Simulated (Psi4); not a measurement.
C6H14Se, triplet, at the geometry of the source list (a higher spin typed on purpose: for a closed-shell molecule this is an excited state); Psi4 with M06-2X/3-21G.

Psi4 was given this input:
```
memory 2 GB

molecule mol {
0 3
C     1.998900    1.061200    0.241900
C     1.504400   -0.372900    0.283300
C     2.612700   -1.362100   -0.038500
Se    0.012200   -0.665900   -1.026200
C    -1.539400   -0.005900    0.064500
C    -1.847400    1.447500   -0.246000
C    -2.739100   -0.899000   -0.202600
H     2.408500    1.290200   -0.740600
H     2.781700    1.205600    0.985400
H     1.194700    1.761700    0.454200
H     1.068100   -0.598900    1.261900
H     2.248800   -2.385300    0.041700
H     3.444900   -1.229100    0.652600
H     2.977000   -1.205100   -1.054900
H    -1.210600   -0.116800    1.103100
H    -1.000000    2.090400   -0.023200
H    -2.097100    1.561600   -1.299300
H    -2.696600    1.780600    0.348200
H    -2.495600   -1.942000   -0.008800
H    -3.058300   -0.805600   -1.239300
H    -3.567800   -0.610100    0.442600
}

set {
  basis 3-21g
  reference uks
  puream true
}

energy('m06-2x')
print_variables()
```

It wrote (shortened):

```
   => Loading Basis Set <=

    Name: 3-21G
    Role: ORBITAL
    Keyword: BASIS

         ---------------------------------------------------------
                                   SCF
               by Justin Turney, Rob Parrish, Andy Simmonett
                          and Daniel G. A. Smith
                              UKS Reference
         ---------------------------------------------------------

  ==> Geometry <==

    Molecular point group: c1
    Full point group: C1

    Geometry (in Angstrom), charge = 0, multiplicity = 3:

       Center              X                  Y                   Z               Mass
    ------------   -----------------  -----------------  -----------------  -----------------
         C            1.993757051324     1.386374070668     0.722838363407    12.000000000000
         C            1.499257051324    -0.047725929332     0.764238363407    12.000000000000
         C            2.607557051324    -1.036925929332     0.442438363407    12.000000000000
         SE           0.007057051324    -0.340725929332    -0.545261636593    79.916521800000
         C           -1.544542948676     0.319274070668     0.545438363407    12.000000000000
         C           -1.852542948676     1.772674070668     0.234938363407    12.000000000000
         C           -2.744242948676    -0.573825929332     0.278338363407    12.000000000000
         H            2.403357051324     1.615374070668    -0.259661636593     1.007825032230
         H            2.776557051324     1.530774070668     1.466338363407     1.007825032230
         H            1.189557051324     2.086874070668     0.935138363407     1.007825032230
         H            1.062957051324    -0.273725929332     1.742838363407     1.007825032230
         H            2.243657051324    -2.060125929332     0.522638363407     1.007825032230
         H            3.439757051324    -0.903925929332     1.133538363407     1.007825032230
         H            2.971857051324    -0.879925929332    -0.573961636593     1.007825032230
         H           -1.215742948676     0.208374070668     1.584038363407     1.007825032230
         H           -1.005142948676     2.415574070668     0.457738363407     1.007825032230
         H           -2.102242948676     1.886774070668    -0.818361636593     1.007825032230
         H           -2.701742948676     2.105774070668     0.829138363407     1.007825032230
         H           -2.500742948676    -1.616825929332     0.472138363407     1.007825032230
         H           -3.063442948676    -0.480425929332    -0.758361636593     1.007825032230
         H           -3.572942948676    -0.284925929332     0.923538363407     1.007825032230

  Running in c1 symmetry.

  Rotational constants: A =      0.09702  B =      0.03745  C =      0.03141 [cm^-1]
  Rotational constants: A =   2908.53245  B =   1122.75128  C =    941.70117 [MHz]
  Nuclear repulsion =  563.147166059262872

  Charge       = 0
  Multiplicity = 3
  Electrons    = 84
  Nalpha       = 43
  Nbeta        = 41

  ==> Algorithm <==

  SCF Algorithm Type is DF.
  DIIS enabled.
  MOM disabled.
  Fractional occupation disabled.
  Guess Type is SAD.
  Energy threshold   = 1.00e-06
  Density threshold  = 1.00e-06
  Integral threshold = 1.00e-12

  ==> Primary Basis <==

  Basis Set: 3-21G
    Blend: 3-21G
    Number of shells: 68
    Number of basis functions: 104
    Number of Cartesian functions: 105
    Spherical Harmonics?: true
    Max angular momentum: 2

  ==> DFT Potential <==

   => LibXC <=

    Version 7.1.2
    S. Lehtola, C. Steigemann, M. J. T. Oliveira, and M. A. L. Marques,  SoftwareX 7, 1–5 (2018) (10.1016/j.softx.2017.11.002)

   => Composite Functional: M06-2X <=

    Hybrid M06-2X Meta-GGA XC Functional  (10.1007/s00214-007-0310-x)
    Y. Zhao and D. G. Truhlar,  Theor. Chem. Acc., 120, 215, 2008

    Deriv               =              1
    GGA                 =           TRUE
    Meta                =           TRUE

[...]

  ==> Pre-Iterations <==

  SCF Guess: Superposition of Atomic Densities via on-the-fly atomic UHF (no occupation information).

   -------------------------
    Irrep   Nso     Nmo
   -------------------------
     A        104     104
   -------------------------
    Total     104     104
   -------------------------

  ==> Iterations <==

                           Total Energy        Delta E     RMS |[F,P]|

   @DF-UKS iter SAD: -2622.51752314260921   -2.62252e+03   0.00000e+00
   @DF-UKS iter   1: -2625.36755656305331   -2.85003e+00   8.54446e-03 DIIS/ADIIS
   @DF-UKS iter   2: -2625.57659248699520   -2.09036e-01   5.66125e-03 DIIS/ADIIS
   @DF-UKS iter   3: -2625.75658185862130   -1.79989e-01   7.75515e-04 DIIS/ADIIS
   @DF-UKS iter   4: -2625.75992706718034   -3.34521e-03   2.13730e-04 DIIS/ADIIS
   @DF-UKS iter   5: -2625.76027239562518   -3.45328e-04   5.01105e-05 DIIS
   @DF-UKS iter   6: -2625.76029623096974   -2.38353e-05   2.00614e-05 DIIS
   @DF-UKS iter   7: -2625.76030199894967   -5.76798e-06   6.08718e-06 DIIS
   @DF-UKS iter   8: -2625.76030383572152   -1.83677e-06   3.97892e-06 DIIS
   @DF-UKS iter   9: -2625.76030461748132   -7.81760e-07   2.92300e-06 DIIS
   @DF-UKS iter  10: -2625.76030507506266   -4.57581e-07   9.74660e-07 DIIS
  Energy and wave function converged.

  ==> Post-Iterations <==

   Electrons on quadrature grid:
      Nalpha   =   43.0000056235 ; deviation = 5.623e-06
      Nbeta    =   41.0000099403 ; deviation = 9.940e-06
      Ntotal   =   84.0000155638 ; deviation = 1.556e-05

   @Spin Contamination Metric:   3.138049224E-03
   @S^2 Expected:                2.000000000E+00
   @S^2 Observed:                2.003138049E+00
   @S   Expected:                1.000000000E+00
   @S   Observed:                1.000000000E+00

    Orbital Energies [Eh]
    ---------------------

    Alpha Occupied:

[...]
      43A     -0.078979

    Alpha Virtual:

[...]
     104A      2.113517

    Beta Occupied:

[...]
    Beta Virtual:

[...]
    Final Occupation by Irrep:
              A
    DOCC [    41 ]
    SOCC [     2 ]
    NA   [    43 ]
    NB   [    41 ]

  @DF-UKS Final Energy: -2625.76030507506266

   => Energetics <=

    Nuclear Repulsion Energy =            563.1471660592628723
    One-Electron Energy =               -4766.5804344393436622
    Two-Electron Energy =                1636.9012279314345051
    DFT Exchange-Correlation Energy =     -59.2282646264166104
    Empirical Dispersion Energy =           0.0000000000000000
    VV10 Nonlocal Energy =                  0.0000000000000000
    Total Energy =                      -2625.7603050750622060

  UHF NO Occupations:
  HONO-2 :   41  A 1.9988241
  HONO-1 :   42  A 1.0000000
  HONO-0 :   43  A 1.0000000
  LUNO+0 :   44  A 0.0011759
  LUNO+1 :   45  A 0.0001373
  LUNO+2 :   46  A 0.0000787
  LUNO+3 :   47  A 0.0000555

Computation Completed

Properties will be evaluated at   0.000000,   0.000000,   0.000000 [a0]

Properties computed using the SCF density matrix

 Multipole Moments:

 ------------------------------------------------------------------------------------
     Multipole            Electronic (a.u.)      Nuclear  (a.u.)        Total (a.u.)
 ------------------------------------------------------------------------------------

 L = 1.  Multiply by 2.5417464519 to convert [e a0] to [Debye]
 Dipole X            :          0.1024388           -0.1491139           -0.0466751
 Dipole Y            :         -8.6593639            8.8515186            0.1921547
 Dipole Z            :        -12.8752554           13.3173205            0.4420651
 Magnitude           :                                                    0.4842763

 ------------------------------------------------------------------------------------

  Variable Map:
  ----------------------------------------------------------------------------
[...]
  Array Variable Map:
  ----------------------------------------------------------------------------
[...]
[...]
```
